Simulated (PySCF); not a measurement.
Calculation: PBE-D3(BJ)/def2-TZVP // B3LYP-D3(BJ)/def2-SVP run with PySCF. All species are isolated molecules in the gas phase. One relaxed conformer stands for a flexible species; it need not be the lowest. Excitations are Tamm–Dancoff values on a coarser integration grid. The basis has no diffuse functions, so Rydberg states are missing or too high.

Reference species (SMILES): `CO[Si](OC)(OC)OC` (neutral, multiplicity 1).

```
Property              Result
-------------------  -------
S1 excitation (TDA)  6.67 eV
HOMO–LUMO gap        6.61 eV
```

Changed species: `Br[Si](Br)(Br)Br` (0 of 4 Br replaced by OCH3; the reference has 4 of 4 Br replaced by OCH3).

### Question
What does the change do to the S1 excitation (TDA) and HOMO–LUMO gap?

### Answer
the S1 excitation (TDA) falls by 1.90 eV, to 4.77 eV; the HOMO–LUMO gap falls by 1.97 eV, to 4.64 eV.
